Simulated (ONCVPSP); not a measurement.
# What one change does to a pseudopotential (gallium, ONCV)

```
Element                 : Ga
Generator               : ONCVPSP 4.0.1
Type                    : optimised norm-conserving Vanderbilt (ONCV)
Functional              : Wu-Cohen
Relativity              : scalar-relativistic
Frozen core             : [Ar]
Valence charge          : 13
Reference configuration : 3d10 4s1.5 (charge +1.5)
Partial waves           : 4s: rc 1.55 bohr, ncon 5, nbas 10, qcut 3.8 1/bohr, 2 projectors, debl 1.5 Ha; p scattering state at 0.25 Ha: rc 1.55 bohr, ncon 4, nbas 8, qcut 5.1 1/bohr, 2 projectors, debl 1.1 Ha; 3d: rc 0.95 bohr, ncon 3, nbas 8, qcut 13.9 1/bohr, 2 projectors, debl 2.6 Ha
Local potential         : polynomial inside 0.80 bohr (lpopt 5, dvloc0 0 Ha)
Core correction         : none
```

In the p channel the program set the typed energies aside and used 0.050, 1.150 Ha.

Change: d: nproj 1.

Cutoffs: the cutoffs (Ha) at which the residual kinetic energy of the hardest occupied pseudo-wave falls to 1 and 0.1 mHa per electron; they do not see the model core or the augmentation charge, which bear on the density cutoff. Errors are all-electron minus pseudo energies relative to the spin-unpolarised reference configuration.

**Question.** How do hardness, ghosts and transferability respond?

**Answer.** The potential gets neither clearly harder nor softer (87 Ha and 109 Ha → 87 Ha and 109 Ha); both files keep a bound ghost (p, s); the errors of the 4 common tests hardly move; the range in which the d phases agree narrows (upper end at the end of the scan → 3.1).

| quantity | base | changed |
| --- | --- | --- |
| cutoff, loose | 87 Ha | 87 Ha |
| cutoff, tight | 109 Ha | 109 Ha |
| bound ghosts | s, p | s, p |
| GHOST(+) flags under 300 eV | p at 158.5 eV | p at 158.5 eV |
| error for 3d10 4s2 4p1, meV [ΔE -15.06 eV] | -7.9 | -8.0 |
| error for 3d10 4s2, meV [ΔE -9.38 eV] | -1.2 | -1.3 |
| error for 3d10 4s1, meV [ΔE 11.80 eV] | -3.6 | -3.6 |
| error for 3d10 4s0, meV [ΔE 42.93 eV] | +10 | +10.0 |
| s: phases at 1.57 bohr within 0.05 rad from the reference energy up to (Ha; the scan ends near 5) | to the end of the scan | to the end of the scan |
| p: phases at 1.57 bohr within 0.05 rad from the reference energy up to (Ha; the scan ends near 5) | to the end of the scan | to the end of the scan |
| d: phases at 0.97 bohr within 0.05 rad from the reference energy up to (Ha; the scan ends near 5) | to the end of the scan | 3.1 |

 A true bound ghost makes a file unfit for plane-wave use even where its test errors are small: the radial tests pick states by their node count and pass the ghost by.
